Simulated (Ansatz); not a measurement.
# Energy profile

The step: SiNH₅O ([NH2][SiH2][OH]) + SiH₄ → Si₂NH₇ ([NH2][SiH2][SiH3]) + H₂O; bonds formed: Si1–Si7, O2–H6; bonds broken: Si1–O2, H6–Si7 (atoms numbered as in the saddle structure below).

| atom | x (Å) | y (Å) | z (Å) |
| --- | --- | --- | --- |
| Si1 | 0.0148 | -0.7894 | -0.0600 |
| O2 | -1.3584 | 0.1005 | 0.8434 |
| H3 | -0.7442 | -1.2356 | -1.2469 |
| H4 | 1.4635 | -0.5932 | -0.3536 |
| N5 | 0.1755 | -1.9292 | 1.2275 |
| H6 | -0.9604 | 0.9493 | 0.2756 |
| Si7 | 0.3275 | 1.7742 | -1.0742 |
| H8 | -1.1584 | 0.1946 | 1.7868 |
| H9 | -0.6063 | -2.4356 | 1.6113 |
| H10 | 1.0218 | -2.4720 | 1.2765 |
| H11 | 1.5803 | 2.3224 | -0.4649 |
| H12 | 0.7412 | 1.1439 | -2.3672 |
| H13 | -0.4973 | 2.9700 | -1.4541 |

Electronic energies by CCSD(T) at an estimated basis limit (MP2 extrapolated from triple and quadruple zeta, plus CCSD(T) − MP2 in triple zeta), on PBE0-D4/def2-TZVP structures; Si$_{2}$NH$_{9}$O, closed shell; no counterpoise correction. Program: Ansatz 0.2.0. Basis: def2-TZVPP and def2-QZVPP. Cores are frozen in the correlated methods. Extrapolation: Hartree–Fock as exp(−7.88 √X), correlation as X^−2.97.

Task: Give the profile in kJ/mol, counted from the separated reactants. (To be estimated.)

Result: By the calculation:
```tsv
point	kJ/mol
separated: SiNH$_{5}$O (linked as [NH2][SiH2][OH]; Si1, O2, H3, H4, N5, H8, H9, H10; singlet) + SiH$_{4}$ (H6, Si7, H11, H12, H13; singlet)	0.0
start structure	-4.4
saddle	262.4
end structure	89.8
separated: Si$_{2}$NH$_{7}$ (linked as [NH2][SiH2][SiH3]; Si1, H3, H4, N5, Si7, H9, H10, H11, H12, H13; singlet) + H$_{2}$O (O2, H6, H8; singlet)	112.3
```

No T1 diagnostic of these runs exceeds 0.013.

For scale, one of the runs: CCSD(T)/def2-TZVPP, 272 basis functions, launched by `ansatz run in.yaml --threads 8 --pin off --events-out ev --progress --plain --max-ram 19148MiB`. Time: 65 s of wall clock on 8 CPU threads of an Intel Xeon Platinum 8259CL; the host was shared. Peak host memory: 6.9 GiB.
